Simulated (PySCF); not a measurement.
**ZnH₂: one-bond stretch**

These are results of PBE0 in PySCF with Zn def2-TZVP, H def2-TZVP; no relativity; density-fitted integrals, not measurements.

Rigid scan from the singlet minimum (Zn–H 1.545 Å (×2); H–Zn–H 180.0°). Coordinate: the bond from Zn to the last atom (H) scaled, the rest fixed. Energies in kJ/mol from the minimum.

```csv
scale of one bond,E (kJ/mol),dipole size (D)
0.92,11.6,0.22
0.96,2.6,0.12
1.00,0.0,0.00
1.05,3.4,0.15
1.12,17.1,0.38
1.20,40.8,0.66
1.35,96.4,1.18
1.55,174.4,–
1.80,261.1,–
2.20,364.2,–
```

At long bonds a restricted determinant can lie too high, and another spin state can fall below this curve.

Other isomers or separated fragments may lie lower.

The scan took 4 s on 2 threads of a shared AMD EPYC 7B13 (Zen 3) host; the process peaked at 0.61 GiB. Launch command: `OMP_NUM_THREADS=2 python axn.py task.json out`.
